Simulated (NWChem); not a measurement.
System: 1,1,1,2-tetrafluoroethane (C₂H₂F₄); SMILES FCC(F)(F)F

The following NWChem deck was run.

```
start job
memory heap 200 mb stack 900 mb global 1100 mb
geometry units angstroms noautoz
  F     -0.134736     1.947831     0.003527
  C      0.745033     0.914670    -0.006873
  C     -0.003389    -0.400832    -0.000222
  F     -0.763570    -0.527201     1.084078
  F     -0.787502    -0.524483    -1.067649
  F      0.878974    -1.403581    -0.011289
  H      1.389642     0.951562     0.885827
  H      1.370733     0.953372    -0.912859
end
basis spherical
  F library 6-31g*
  C library 6-31g*
  H library 6-31g*
end
dft
  xc hfexch
  iterations 150
  mulliken
end
task dft energy
```

NWChem printed, in part:

```
             Northwest Computational Chemistry Package (NWChem) 7.3.0
             --------------------------------------------------------

 CS  symmetry detected

                             Geometry "geometry" -> ""
                             -------------------------

 Output coordinates in angstroms (scale by  1.889725989 to convert to a.u.)

  No.       Tag          Charge          X              Y              Z
 ---- ---------------- ---------- -------------- -------------- --------------
    1 F                    9.0000    -0.08515688     1.94215056     0.00000000
    2 C                    6.0000     0.76853914     0.88729208     0.00000000
    3 C                    6.0000    -0.01260153    -0.40906608     0.00000000
    4 F                    9.0000    -0.78768150    -0.51471000     1.07593079
    5 F                    9.0000    -0.78768150    -0.51471000    -1.07593079
    6 F                    9.0000     0.84445584    -1.43358783     0.00000000
    7 H                    1.0000     1.40447537     0.90917967     0.89939312
    8 H                    1.0000     1.40447537     0.90917967    -0.89939312

 Effective nuclear repulsion energy (a.u.)     273.4794937140

      Symmetry information
      --------------------

 Group name             Cs
 Group number              2
 Group order               2
 No. of unique centers     6

  xc_inp: hfexch multiplicative factor not found.

                                 NWChem DFT Module
                                 -----------------

 Summary of "ao basis" -> "ao basis" (spherical)
 ------------------------------------------------------------------------------
       Tag                 Description            Shells   Functions and Types
 ---------------- ------------------------------  ------  ---------------------
 F                           6-31g*                  6       14   3s2p1d
 C                           6-31g*                  6       14   3s2p1d
 H                           6-31g*                  2        2   2s

      Symmetry analysis of basis
      --------------------------

        a'         56
        a"         32

            General Information
            -------------------
          SCF calculation type: DFT
          Wavefunction type:  closed shell.
          No. of atoms     :     8
          No. of electrons :    50
           Alpha electrons :    25
            Beta electrons :    25
          Charge           :     0
          Spin multiplicity:     1
          Use of symmetry is: on ; symmetry adaption is: on
          Maximum number of iterations: 150
          AO basis - number of functions:    88
                     number of shells:    40
          Convergence on energy requested:  1.00D-06
          Convergence on density requested:  1.00D-05
          Convergence on gradient requested:  5.00D-04

              XC Information
              --------------
                     Hartree-Fock (Exact) Exchange  1.000

      Superposition of Atomic Density Guess
      -------------------------------------

 Sum of atomic energies:        -473.80630147

      Non-variational initial energy
      ------------------------------

 Total energy =    -475.760701
 1-e energy   =   -1204.043980
 2-e energy   =     454.803786
 HOMO         =      -0.376465
 LUMO         =       0.164532

      Symmetry analysis of molecular orbitals - initial
      -------------------------------------------------

  Numbering of irreducible representations:

     1 a'          2 a"

  Orbital symmetries:

     1 a'          2 a"          3 a'          4 a'          5 a'
     6 a'          7 a'          8 a'          9 a"         10 a'
    11 a'         12 a'         13 a'         14 a"         15 a'
    16 a'         17 a"         18 a'         19 a"         20 a'
    21 a"         22 a'         23 a"         24 a"         25 a'
    26 a'         27 a'         28 a"         29 a'         30 a"
    31 a'         32 a'         33 a'         34 a'         35 a'

     ---------------------------------------------
      Total Density - Mulliken Population Analysis
     ---------------------------------------------

    Atom       Charge   Shell Charges
 -----------   ------   -------------------------------------------------------
    1 F    9     9.48   2.00  0.94  3.41  1.00  2.11  0.01
    2 C    6     5.92   2.00  0.69  1.75  0.58  0.84  0.06
    3 C    6     4.45   2.00  0.62  1.23  0.20  0.27  0.13
    4 F    9     9.49   2.00  0.94  3.42  1.01  2.11  0.01
    5 F    9     9.49   2.00  0.94  3.42  1.01  2.11  0.01
    6 F    9     9.49   2.00  0.94  3.41  1.02  2.12  0.01
    7 H    1     0.83   0.48  0.35
    8 H    1     0.83   0.48  0.35

   convergence    iter        energy       DeltaE   RMS-Dens  Diis-err
 ---------------- ----- ----------------- --------- --------- ---------
 d= 0,ls=0.0,diis     1   -474.4963230800 -7.48D+02  8.98D-03  1.47D+00
 d= 0,ls=0.0,diis     2   -474.6096778659 -1.13D-01  3.23D-03  4.93D-01
 d= 0,ls=0.0,diis     3   -474.6510837497 -4.14D-02  6.69D-04  7.88D-03
 d= 0,ls=0.0,diis     4   -474.6522046618 -1.12D-03  2.57D-04  5.69D-04
 d= 0,ls=0.0,diis     5   -474.6523052404 -1.01D-04  6.34D-05  2.39D-05
  Resetting Diis
 d= 0,ls=0.0,diis     6   -474.6523109276 -5.69D-06  1.59D-05  2.79D-06
 d= 0,ls=0.0,diis     7   -474.6523113498 -4.22D-07  4.67D-06  2.54D-07

         Total DFT energy =     -474.652311349840
      One electron energy =    -1204.310765432452
           Coulomb energy =      507.681156739954
    Exchange-Corr. energy =      -51.502196371390
 Nuclear repulsion energy =      273.479493714048

 Numeric. integr. density =        0.000000000000

                  Occupations of the irreducible representations
                  ----------------------------------------------

                     irrep           alpha         beta
                     --------     --------     --------
                     a'               17.0         17.0
                     a"                8.0          8.0

                       DFT Final Molecular Orbital Analysis
                       ------------------------------------

 Vector   23  Occ=2.000000D+00  E=-6.497282D-01  Symmetry=a"
              MO Center= -3.3D-01, -7.6D-01,  2.1D-15, r^2= 2.0D+00
   Bfn.  Coefficient  Atom+Function         Bfn.  Coefficient  Atom+Function
  ----- ------------  ---------------      ----- ------------  ---------------
    75      0.364662  6 F  pz                45     -0.303846  4 F  px
    59      0.303846  5 F  px                79      0.261856  6 F  pz
    47     -0.228663  4 F  pz                61     -0.228663  5 F  pz
    49     -0.216439  4 F  px                63      0.216439  5 F  px
    46      0.168969  4 F  py                60     -0.168969  5 F  py

 Vector   24  Occ=2.000000D+00  E=-5.585607D-01  Symmetry=a"
              MO Center=  6.8D-01,  1.2D+00,  7.2D-16, r^2= 1.7D+00
   Bfn.  Coefficient  Atom+Function         Bfn.  Coefficient  Atom+Function
  ----- ------------  ---------------      ----- ------------  ---------------
     5      0.413103  1 F  pz                19     -0.368607  2 C  pz
     9      0.328972  1 F  pz                85     -0.215509  7 H  s
    87      0.215509  8 H  s                 86     -0.190482  7 H  s
    88      0.190482  8 H  s                 23     -0.136566  2 C  pz
    45      0.065561  4 F  px                59     -0.065561  5 F  px

 Vector   25  Occ=2.000000D+00  E=-5.463858D-01  Symmetry=a'
              MO Center=  2.6D-01,  4.9D-01, -6.4D-16, r^2= 2.3D+00
   Bfn.  Coefficient  Atom+Function         Bfn.  Coefficient  Atom+Function
  ----- ------------  ---------------      ----- ------------  ---------------
    32      0.278839  3 C  py                17     -0.257858  2 C  px
     3      0.245515  1 F  px                18     -0.235431  2 C  py
     4      0.227779  1 F  py                34      0.198723  3 C  s
     7      0.194375  1 F  px                74     -0.191128  6 F  py
     8      0.185113  1 F  py                46     -0.169539  4 F  py

 Vector   26  Occ=0.000000D+00  E= 2.369820D-01  Symmetry=a'
              MO Center=  1.3D+00,  9.1D-01, -2.4D-14, r^2= 3.2D+00
   Bfn.  Coefficient  Atom+Function         Bfn.  Coefficient  Atom+Function
  ----- ------------  ---------------      ----- ------------  ---------------
    20      1.819841  2 C  s                 86     -1.369454  7 H  s
    88     -1.369454  8 H  s                 21      0.951597  2 C  px
    34     -0.433042  3 C  s                 22     -0.383651  2 C  py
     6      0.274380  1 F  s                 17      0.274439  2 C  px
     8     -0.133375  1 F  py                48      0.113470  4 F  s

 Vector   27  Occ=0.000000D+00  E= 2.743312D-01  Symmetry=a"
              MO Center=  1.3D+00,  7.8D-01,  2.4D-14, r^2= 3.1D+00
   Bfn.  Coefficient  Atom+Function         Bfn.  Coefficient  Atom+Function
  ----- ------------  ---------------      ----- ------------  ---------------
    86      1.500265  7 H  s                 88     -1.500265  8 H  s
    23     -1.276898  2 C  pz                19     -0.361123  2 C  pz
    33     -0.204341  3 C  pz                 9      0.179074  1 F  pz
    37     -0.151815  3 C  pz                48      0.143409  4 F  s
    62     -0.143409  5 F  s                 49      0.105386  4 F  px

 Vector   28  Occ=0.000000D+00  E= 2.778813D-01  Symmetry=a'
              MO Center=  7.8D-01,  6.8D-01,  3.8D-16, r^2= 2.7D+00
   Bfn.  Coefficient  Atom+Function         Bfn.  Coefficient  Atom+Function
  ----- ------------  ---------------      ----- ------------  ---------------
    20      0.968590  2 C  s                 22      0.967725  2 C  py
     6     -0.673135  1 F  s                 86     -0.619040  7 H  s
    88     -0.619040  8 H  s                 36      0.479013  3 C  py
    34      0.344863  3 C  s                 76      0.338019  6 F  s
     7     -0.329057  1 F  px                 8      0.293229  1 F  py

[...]
```

Level: Hartree-Fock/6-31G* (spherical d). Geometry: optimised at PBE0/def2-SVP.
